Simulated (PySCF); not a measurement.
C2H9BFNSi, SMILES CN(C)B(F)[SiH3].

Geometry optimised at ωB97X-D3(BJ)/def2-SVP. The values are those of a single conformer.

Two levels are set side by side: TDDFT-PBE/def2-SVPD (PySCF) and TDDFT-LC-ωPBE/def2-SVPD (PySCF). Vertical, same geometry. The lowest singlet is HOMO→LUMO 95 % with PBE and HOMO−1→LUMO+1 94 % with the other functional; states are paired by order. Differences are taken from unrounded values.

```json
[
 {"quantity": "lowest singlet excitation (eV)", "TDDFT-LC-ωPBE": "6.93"},
 {"quantity": "lowest triplet excitation (TDA) (eV)", "TDDFT-LC-ωPBE": "5.52"},
 {"quantity": "first bright state (f over 0.05) (eV)", "TDDFT-LC-ωPBE": "7.17"},
 {"quantity": "its oscillator strength", "TDDFT-LC-ωPBE": "0.29"}
]
```

Q: What does TDDFT-PBE give, and how far is it from TDDFT-LC-ωPBE? (The exact figures need the calculation; the answer reports its results.)

A: 
```tsv
quantity	TDDFT-PBE	TDDFT-PBE minus TDDFT-LC-ωPBE
lowest singlet excitation (eV)	5.87	-1.05
lowest triplet excitation (TDA) (eV)	4.67	-0.85
first bright state (f over 0.05) (eV)	5.87	-1.29
its oscillator strength	0.19	-0.10
```

Functionals without exact exchange tend to place singlet excitations lower, as here. Differences between two approximate levels are no errors against the true value.

Rough cost on one machine, each run with all the roots and properties that it gave: TDDFT-LC-ωPBE against TDDFT-PBE about 10 times.
